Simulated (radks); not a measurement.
Results of a calculation; reference values are marked as such.
Trend from K4+ to Kr4+: ionisation energy by Delta-SCF between NIST ground configurations, and size. Level of theory: scalar-relativistic Kohn-Sham, PBE, spin-polarised, spherical densities, finite nucleus; open shells are filled with parallel spins first; Fermi nuclear charge, rms radius of each element as measured or else 0.836 A^(1/3) + 0.57 fm (a radial shooting solver on a logarithmic mesh with Libxc functionals).

species,configuration,configuration of the ion,IE (eV),NIST (eV),kind,-e(HOMO) (eV)
K4+,[Ne] 3s2 3p3,[Ne] 3s2 3p2,81.980,82.7,semi-emp.,73.383 (3p)
Ca4+,[Ne] 3s2 3p4,[Ne] 3s2 3p3,84.073,84.3,semi-emp.,75.577 (3p)
Sc4+,[Ne] 3s2 3p5,[Ne] 3s2 3p4,91.835,91.95,semi-emp.,82.569 (3p)
Ti4+,[Ar],[Ne] 3s2 3p5,99.339,99.30,exp.,89.413 (3p)
V4+,[Ar] 3d1,[Ar],65.531,65.282,exp.,55.755 (3d)
Cr4+,[Ar] 3d2,[Ar] 3d1,69.261,69.46,semi-emp.,59.074 (3d)
Mn4+,[Ar] 3d3,[Ar] 3d2,72.837,72.4,semi-emp.,62.255 (3d)
Fe4+,[Ar] 3d4,[Ar] 3d3,76.284,75.0,semi-emp.,65.321 (3d)
Co4+,[Ar] 3d5,[Ar] 3d4,79.621,79.5,semi-emp.,68.286 (3d)
Ni4+,[Ar] 3d6,[Ar] 3d5,76.482,76.1,semi-emp.,65.431 (3d)
Cu4+,[Ar] 3d7,[Ar] 3d6,80.220,80,semi-emp.,68.757 (3d)
Zn4+,[Ar] 3d8,[Ar] 3d7,83.807,83,semi-emp.,71.954 (3d)
Ga4+,[Ar] 3d9,[Ar] 3d8,87.270,86.0,semi-emp.,75.041 (3d)
Ge4+,[Ar] 3d10,[Ar] 3d9,90.626,90.50,exp.,78.036 (3d)
As4+,[Ar] 3d10 4s1,[Ar] 3d10,63.916,62.8,exp.,57.766 (4s)
Se4+,[Ar] 3d10 4s2,[Ar] 3d10 4s1,68.126,68.3,semi-emp.,61.723 (4s)
Br4+,[Ar] 3d10 4s2 4p1,[Ar] 3d10 4s2,59.112,59.60,exp.,52.974 (4p)
Kr4+,[Ar] 3d10 4s2 4p2,[Ar] 3d10 4s2 4p1,64.236,64.7,semi-emp.,57.609 (4p)

Reference values: NIST Atomic Spectra Database (exp. = measured, semi-emp. = semi-empirical, theory = theoretical value adopted there). Open shells are spherical and high-spin; term and fine-structure splittings are not resolved.
